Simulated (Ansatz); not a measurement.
`CNB(F)F` + HCl → `FB(F)Cl` + CH₃NH₂  (ligand exchange at a B–N bond)

Computed with Ansatz on PBE0-D4/def2-TZVP structures; ΔE is electronic, products minus reactants. CBS: MP2 limit from def2 TZ/QZ plus the TZ coupled-cluster correction, frozen cores. This one scheme is used for every species. Functionals use def2-TZVPP. B3LYP here is the variant with VWN-RPA as its local correlation; programs differ in this. One conformer a species, not always the lowest.

| level | ΔE (kcal/mol) |
| --- | --- |
| BLYP-D4 | 11.0 |
| B3LYP-D4 | 11.7 |
| r2SCAN0-D4 | 11.2 |
| BLYP | 10.3 |
| MP2/def2-SVP | 11.2 |
| CCSD(T)/def2-SVP | 11.6 |
| HF/def2-TZVPP | 11.8 |
| CCSD/CBS(def2) | 11.8 |

Question: What does CCSD(T)/CBS give? (Estimate.)

Answer: Ansatz gave: +11.4 kcal/mol. The listed levels differ from it by -0.4, 0.3, -0.2, -1.1, -0.2, 0.2, 0.4, 0.4 kcal/mol.

Largest T1 diagnostic among the species: 0.012.

From PBE to PBE0 (25 % exact exchange), in def2-TZVPP and without D4, ΔE moves by +0.8 kcal/mol. Leaving LDA and LC-ωPBE aside and taking each functional with its dispersion term where it has one, the values, not all of them listed here, spread over 3.0 kcal/mol, from revPBE-D4 to CAM-B3LYP-D4. LDA lies +3.2 kcal/mol from PBE without D4.
